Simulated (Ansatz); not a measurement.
Reaction (atomization): `CC[O][Ge]([F])([O]CC)[O]CC` → 6 C• + F• + Ge• + 15 H• + 3 O•

Calculated with Ansatz (gas phase, PBE0-D4/def2-TZVP geometries, no zero-point term in ΔE). CCSD(T)/CBS adds triple-zeta CCSD(T) − MP2 to the extrapolated MP2 energy (def2 sets, frozen cores). This one scheme is used for every species, atoms too. Functionals use def2-TZVPP. No spin–orbit coupling; open shells (•) take unrestricted orbitals. Spin–orbit coupling would lower the free atoms: a little for C, F, O; clearly for Ge. For Ge outer-core shells are correlated without core-valence functions, so the limit isn't a true one: a few kJ/mol of doubt a bond, and 10 to 20 or more in all where bonds break to atoms. Scalar relativity is left out up to krypton. Each species was taken in one conformer, which may not be the lowest.

Problem. What is ΔE at CCSD(T)/CBS? (An estimate is asked.)

Solution. Computed: +106.74 eV.

Problem. What do these levels give: revPBE-D4, BLYP-D4, PBE0-D4, BHLYP-D4, CAM-B3LYP-D4, PBE-QIDH, BLYP, r2SCAN, BHLYP, CCSD/def2-SVP, HF/def2-TZVPP, SCS-MP2/def2-QZVPP? (Best estimate.)

Solution. The calculation gave: revPBE-D4 105.84, BLYP-D4 106.12, PBE0-D4 106.64, BHLYP-D4 103.16, CAM-B3LYP-D4 107.03, PBE-QIDH 106.04, BLYP 104.83, r2SCAN 106.65, BHLYP 102.46, CCSD/def2-SVP 100.66, HF/def2-TZVPP 77.71, SCS-MP2/def2-QZVPP 107.11 eV.

Largest T1 diagnostic among the species: 0.012.

From PBE to PBE0 (25 % exact exchange), in def2-TZVPP and without D4, ΔE moves by −1.87 eV: exact exchange takes away binding that semilocal exchange gives to molecules. Leaving LDA and LC-ωPBE aside and taking each functional with its dispersion term where it has one, the values, not all of them listed here, spread over 5.44 eV, from BHLYP-D4 to PBE-D4. LDA lies +14.38 eV from PBE without D4, its usual overbinding. The D4 term adds +0.95 eV with B3LYP and +0.52 eV with PBE0; it sums over pairs of atoms, weighted by their polarisabilities, and B3LYP, whose exchange is more repulsive, gets the larger term.

B3LYP here is the variant with VWN-RPA as its local correlation; programs differ in this.

For atomizations the MP2-based limit and the directly extrapolated one differ by several kJ/mol either way, and by 10 to 25 for some Ge, Se and Sn compounds, so smaller differences from it don't rank the levels.
